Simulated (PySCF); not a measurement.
**Calculated NMR data**

[PySCF: geometry from GFN2-xTB; J: B3LYP/pcJ-1 (spin–dipole term left out of most H,H and C,H couplings); σ from GIAO-PBE0/pcSseg-1; single conformer; rapidly exchanging positions averaged; isolated molecule; relativity neglected]

δ = σ(ref) − σ, references computed at the same level: TMS for 1H (31.72 ppm) and 13C (186.93 ppm). Multiplet labels drop J under 1 Hz and among equivalent protons, and merge close values. Unscaled 3J(H,H) run several per cent high. Splittings of carbon signals by F and P are missing where no couplings were computed. Where no couplings were computed, multiplicities follow the n + 1 count of equivalent neighbours, and m marks all less simple cases (inequivalent or close neighbours, rings, F or P nearby). Shifts are as computed. Against solution values, carbons near 30 ppm lie about +3 ppm off and those near 130 ppm about +5 ppm; carbons on Cl a further +6 ppm. Of 1211 compounds with measured shifts, 218 miss one by over three times the rms of a fit or turn the order of signals round; such compounds aren't used in these exercises. Carbons bonded to Cl come out too deshielded. OH and NH positions are gas-phase values without hydrogen bonding to other molecules.

**1.** `[C@H](C=C)(C)[C@H](F)C(=O)Cl`, C$_{6}$H$_{8}$ClFO. 1H NMR (400 MHz, computed): δ 5.63 (m, 1H), 5.58 (m, 1H), 5.40 (m, 1H), 4.53 (m, 1H), 2.57 (m, 1H), 1.35 (d, 3H). 13C{1H} NMR (computed): δ 184.8 (C), 144.6 (CH), 126.5 (CH2), 101.0 (CH), 49.8 (CH), 20.5 (CH3).

**2.** ethanamine (SMILES CCN). 1H NMR (400 MHz, computed): δ 2.77 (q, J = 7.1 Hz, 2H), 1.00 (t, J = 7.1 Hz, 3H), 0.42 (br s, 2H). 13C{1H} NMR (computed): δ 42.9 (CH2), 25.6 (CH3).
